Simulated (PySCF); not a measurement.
C5H5Cl, SMILES C#CC/C=C/Cl.

Coordinates come from a B3LYP-D3(BJ)/def2-SVP optimisation. The structure was generated by enumeration; whether it is a known compound was not checked. Other conformers were not sampled.

All values below come from B3LYP-D3(BJ)/def2-SVP run with PySCF.

Frequencies are harmonic and unscaled.

```tsv
mode	ν (cm⁻¹)	IR (km/mol)	Raman (Å⁴/amu)	depolarisation	moving atoms (share of kinetic energy)
1	70	0.0	6.3	0.74	C 67 %, H 19 %, Cl 14 %
2	134	0.2	9.3	0.75	C 56 %, H 33 %, Cl 11 %
3	246	0.2	2.6	0.73	C 68 %, H 20 %, Cl 11 %
4	273	3.4	3.1	0.75	C 79 %, H 16 %
5	344	6.6	9.9	0.75	C 69 %, H 29 %
6	379	2.2	3.9	0.18	C 50 %, Cl 36 %, H 14 %
7	548	14.6	8.5	0.68	C 79 %, H 18 %
8	693	39.1	2.3	0.73	H 78 %, C 22 %
9	707	35.2	2.9	0.71	H 77 %, C 23 %
10	788	8.2	6.4	0.61	H 50 %, C 45 %
11	820	42.4	4.1	0.70	C 66 %, H 23 %, Cl 11 %
12	928	13.8	4.1	0.47	C 54 %, H 45 %
13	963	36.7	0.7	0.73	H 79 %, C 20 %
14	973	12.1	4.0	0.32	C 68 %, H 31 %
15	1079	2.3	2.0	0.30	C 69 %, H 30 %
16	1189	0.5	5.7	0.74	H 89 %, C 11 %
17	1256	13.3	7.1	0.54	H 85 %, C 15 %
18	1295	5.7	18.3	0.39	H 81 %, C 19 %
19	1330	7.8	8.2	0.43	H 63 %, C 37 %
20	1431	6.0	15.2	0.65	H 92 %
21	1708	27.9	34.1	0.16	C 93 %
22	2232	2.6	166.7	0.26	C 91 %, H 9 %
23	3011	11.2	182.4	0.07	H 94 %
24	3065	5.7	80.2	0.64	H 91 %, C 9 %
25	3181	3.1	54.4	0.30	H 92 %, C 8 %
26	3194	7.9	78.6	0.27	H 91 %, C 9 %
27	3471	73.8	38.0	0.24	H 86 %, C 14 %
```
